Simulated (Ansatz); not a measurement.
Molecule: C₂H₁₀NSi₂, net charge 0, doublet state. It need not be the lowest isomer of its formula. 
Geometry from a B3LYP-D3(BJ)/def2-TZVP (Ansatz, a program for electronic structure) optimisation:
```xyz
15

Si    -0.9098     0.0304    -0.5765
C     -1.8626     1.6079    -0.5043
C     -1.3308    -1.1195     0.8428
N      0.7935     0.3513    -0.4933
Si     1.9976    -0.3366     0.5373
H     -1.2710    -0.6372    -1.8561
H     -1.5512     2.4504     0.1051
H     -2.7922     1.7620    -1.0423
H     -2.3928    -1.3706     0.8207
H     -0.7660    -2.0523     0.7741
H     -1.1147    -0.6567     1.8075
H      1.1481     1.0116    -1.1710
H      2.0891    -1.8109     0.3917
H      3.3012     0.2648     0.1707
H      1.7264    -0.0632     1.9702
```
Charge 0, spin multiplicity 2.

Parts of the frozen-core correlation energy in cc-pV(D+d)Z (Ansatz, hartree). Frozen orbitals: 13; correlated occupied orbitals by spin: 16 and 15; virtual: 109 and 110. Open shells are spin-unrestricted. No spin-orbit coupling. No relativistic terms.

```csv
term,value
reference (HF),-713.91303
MP2 opposite-spin,…
MP2 same-spin,…
CCSD correlation,-0.70957
(T),…
T1 diagnostic,0.011
largest doubles amplitude,0.021
<S^2> of the reference,0.760
```

Fill in the missing entries.


- MP2 opposite-spin, value: -0.49563
- MP2 same-spin, value: -0.13603
- (T), value: -0.01861
